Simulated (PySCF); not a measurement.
**Multinuclear NMR of C$_{6}$H$_{5}$N$_{3}$**

Cartesian coordinates in Å; atom numbers follow the order of the lines, from 1:
```xyz
14

C    -1.747   -0.598   -0.236
C    -1.516    0.763   -0.484
C    -0.269    1.328   -0.347
C     0.755    0.479    0.052
N     2.085    0.630    0.298
N     2.615   -0.548    0.664
N     1.728   -1.446    0.672
C     0.533   -0.899    0.304
C    -0.741   -1.448    0.157
H    -2.749   -0.981   -0.361
H    -2.346    1.382   -0.792
H    -0.092    2.376   -0.537
H     2.655    1.458    0.240
H    -0.912   -2.494    0.349
```

[PySCF 2.14.0 with density-fitted response routines: GIAO PBE0/pcSseg-1 shieldings; GFN2-xTB structure; one computed conformer; non-relativistic Hamiltonian; no solvent model]

Where does $^{15}$N resonate?

Answers


```
atoms                         environment  σ (ppm)  δ (ppm)
   N6  pyridine-type nitrogen of an azole   -145.9    -13.6
   N7  pyridine-type nitrogen of an azole   -110.3    -46.4
   N5          pyrrole-type ring nitrogen     34.4   -179.8
```

Shieldings were converted by a linear fit to measured shifts: $^{15}$N (scatter 6.3 ppm rms vs CH3NO2, solution or neat liquid). Occasional misses reach two or three times the rms, and more in compound classes unlike the fitted ones.

On a 600 MHz spectrometer $^{15}$N resonates near 60.8 MHz, so 1 ppm is 60.8 Hz.
